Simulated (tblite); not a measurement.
Parent: `[OH:1][CH2:2][CH2:3][CH:4]([SiH3:5])[SiH3:6]` with H–O1–C2–C3 -168°, O1–C2–C3–C4 68°, C2–C3–C4–Si5 -50°, C3H12OSi2.

The geometries are computed with GFN2-xTB (gas phase). One conformer each, not checked by frequencies here.

```tsv
coordinate of the parent	value
O1–C2	1.411 Å
C2–C3	1.522 Å
C3–C4	1.526 Å
C4–Si5	1.912 Å
C4–Si6	1.902 Å
O1–C2–C3	107.2°
C2–C3–C4	111.8°
C3–C4–Si5	112.8°
C3–C4–Si6	110.2°
Si5–C4–Si6	112.4°
```

Problem. How does the shared frame change in `[OH:1][CH2:2][CH2:3][C@H:4]([SiH3:5])[SiH2:6][C:7]([F:8])([F:9])[F:10]` with H–O1–C2–C3 82°, O1–C2–C3–C4 53°, C2–C3–C4–Si5 71°, C3–C4–Si6–C7 -54°, C4H11F3OSi2? Atoms pair as O1 = O1, C2 = C2, C3 = C3, C4 = C4, Si5 = Si6, Si6 = Si5 (parent first).

Solution. 
```json
{"parent": "O1–C2", "relative": "O1–C2", "value in the relative": "1.412 Å", "change": "+0.001"}
{"parent": "C2–C3", "relative": "C2–C3", "value in the relative": "1.524 Å", "change": "+0.002"}
{"parent": "C3–C4", "relative": "C3–C4", "value in the relative": "1.529 Å", "change": "+0.003"}
{"parent": "C4–Si5", "relative": "C4–Si6", "value in the relative": "1.903 Å", "change": "-0.009"}
{"parent": "C4–Si6", "relative": "C4–Si5", "value in the relative": "1.908 Å", "change": "+0.006"}
{"parent": "O1–C2–C3", "relative": "O1–C2–C3", "value in the relative": "110.1°", "change": "+2.9"}
{"parent": "C2–C3–C4", "relative": "C2–C3–C4", "value in the relative": "109.9°", "change": "-1.9"}
{"parent": "C3–C4–Si5", "relative": "C3–C4–Si6", "value in the relative": "114.0°", "change": "+1.2"}
{"parent": "C3–C4–Si6", "relative": "C3–C4–Si5", "value in the relative": "113.0°", "change": "+2.8"}
{"parent": "Si5–C4–Si6", "relative": "Si6–C4–Si5", "value in the relative": "109.4°", "change": "-3.0"}
```

Of the parent's bonds, C4–Si5 changes most (-0.009 Å). Bonds of the relative outside the shared frame: Si6–C7 1.953, C7–F8 1.350, C7–F9 1.346, C7–F10 1.359 Å. Point group C1 → C1.

Problem. How does the shared frame change in `[O:1]=[CH:2][SiH2:3][C@@H:4]([SiH3:5])[CH2:6][CH2:7][OH:8]` with O1–C2–Si3–C4 89°, C2–Si3–C4–Si5 146°, Si3–C4–C6–C7 45°, C4–C6–C7–O8 -60°, C6–C7–O8–H 144°, C4H12O2Si2? Atoms pair as O1 = O8, C2 = C7, C3 = C6, C4 = C4, Si5 = Si3, Si6 = Si5 (parent first).

Solution. 
```tsv
parent	relative	value in the relative	change
O1–C2	O8–C7	1.410 Å	-0.001
C2–C3	C7–C6	1.523 Å	+0.001
C3–C4	C6–C4	1.527 Å	+0.001
C4–Si5	C4–Si3	1.916 Å	+0.004
C4–Si6	C4–Si5	1.903 Å	+0.001
O1–C2–C3	O8–C7–C6	106.7°	-0.5
C2–C3–C4	C7–C6–C4	110.3°	-1.5
C3–C4–Si5	C6–C4–Si3	112.5°	-0.3
C3–C4–Si6	C6–C4–Si5	110.2°	0.0
Si5–C4–Si6	Si3–C4–Si5	111.8°	-0.6
```

Of the parent's bonds, C4–Si5 changes most (+0.004 Å). Bonds of the relative outside the shared frame: O1=C2 1.212, C2–Si3 1.931 Å. Point group C1 → C1.

Problem. How does the shared frame change in `[OH:1][CH2:2][CH2:3][C@H:4]([SiH3:5])[SiH2:6][CH:7]([F:8])[F:9]` with H–O1–C2–C3 170°, O1–C2–C3–C4 -64°, C2–C3–C4–Si5 173°, C3–C4–Si6–C7 168°, C4–Si6–C7–F8 169°, C4H12F2OSi2? Atoms pair as O1 = O1, C2 = C2, C3 = C3, C4 = C4, Si5 = Si6, Si6 = Si5 (parent first).

Solution. 
```json
{"parent": "O1–C2", "relative": "O1–C2", "value in the relative": "1.412 Å", "change": "+0.001"}
{"parent": "C2–C3", "relative": "C2–C3", "value in the relative": "1.520 Å", "change": "-0.002"}
{"parent": "C3–C4", "relative": "C3–C4", "value in the relative": "1.526 Å", "change": "0.000"}
{"parent": "C4–Si5", "relative": "C4–Si6", "value in the relative": "1.906 Å", "change": "-0.006"}
{"parent": "C4–Si6", "relative": "C4–Si5", "value in the relative": "1.914 Å", "change": "+0.012"}
{"parent": "O1–C2–C3", "relative": "O1–C2–C3", "value in the relative": "106.6°", "change": "-0.6"}
{"parent": "C2–C3–C4", "relative": "C2–C3–C4", "value in the relative": "111.1°", "change": "-0.7"}
{"parent": "C3–C4–Si5", "relative": "C3–C4–Si6", "value in the relative": "110.5°", "change": "-2.3"}
{"parent": "C3–C4–Si6", "relative": "C3–C4–Si5", "value in the relative": "109.8°", "change": "-0.4"}
{"parent": "Si5–C4–Si6", "relative": "Si6–C4–Si5", "value in the relative": "114.9°", "change": "+2.5"}
```

Of the parent's bonds, C4–Si6 changes most (+0.012 Å). Bonds of the relative outside the shared frame: Si6–C7 1.945, C7–F8 1.367, C7–F9 1.367 Å. Point group C1 → C1.

Problem. How does the shared frame change in `[NH2:1][C:2](=[O:3])[SiH2:4][C@H:5]([SiH3:6])[CH2:7][CH2:8][OH:9]` with H–N1–C2–O3 176° and 1°, N1–C2–Si4–C5 79°, C2–Si4–C5–Si6 67°, Si4–C5–C7–C8 -60°, C5–C7–C8–O9 77°, C4H13NO2Si2? Atoms pair as O1 = O9, C2 = C8, C3 = C7, C4 = C5, Si5 = Si4, Si6 = Si6 (parent first).

Solution. 
| parent | relative | value in the relative | change |
| --- | --- | --- | --- |
| O1–C2 | O9–C8 | 1.417 Å | +0.006 |
| C2–C3 | C8–C7 | 1.525 Å | +0.003 |
| C3–C4 | C7–C5 | 1.529 Å | +0.003 |
| C4–Si5 | C5–Si4 | 1.912 Å | 0.000 |
| C4–Si6 | C5–Si6 | 1.913 Å | +0.011 |
| O1–C2–C3 | O9–C8–C7 | 109.1° | +1.9 |
| C2–C3–C4 | C8–C7–C5 | 113.3° | +1.5 |
| C3–C4–Si5 | C7–C5–Si4 | 114.7° | +1.9 |
| C3–C4–Si6 | C7–C5–Si6 | 109.9° | -0.3 |
| Si5–C4–Si6 | Si4–C5–Si6 | 110.9° | -1.5 |

Of the parent's bonds, C4–Si6 changes most (+0.011 Å). Bonds of the relative outside the shared frame: N1–C2 1.348, C2=O3 1.220, C2–Si4 1.919 Å. Point group C1 → C1.

Problem. How does the shared frame change in `[OH:1][CH2:2][CH2:3][C@@H:4]([SiH3:5])[SiH2:6][NH:7][SiH3:8]` with H–O1–C2–C3 55°, O1–C2–C3–C4 59°, C2–C3–C4–Si5 72°, C3–C4–Si6–N7 176°, C4–Si6–N7–Si8 -178°, C3H15NOSi3? Atoms pair as O1 = O1, C2 = C2, C3 = C3, C4 = C4, Si5 = Si5, Si6 = Si6 (parent first).

Solution. 
```tsv
parent	relative	value in the relative	change
O1–C2	O1–C2	1.408 Å	-0.003
C2–C3	C2–C3	1.530 Å	+0.008
C3–C4	C3–C4	1.530 Å	+0.004
C4–Si5	C4–Si5	1.904 Å	-0.008
C4–Si6	C4–Si6	1.901 Å	-0.001
O1–C2–C3	O1–C2–C3	112.7°	+5.5
C2–C3–C4	C2–C3–C4	112.9°	+1.1
C3–C4–Si5	C3–C4–Si5	112.5°	-0.3
C3–C4–Si6	C3–C4–Si6	109.4°	-0.8
Si5–C4–Si6	Si5–C4–Si6	113.3°	+0.9
```

Of the parent's bonds, C2–C3 and C4–Si5 change most and about equally (-0.008 to +0.008 Å). Bonds of the relative outside the shared frame: Si6–N7 1.726, N7–Si8 1.729 Å. Point group C1 → C1.
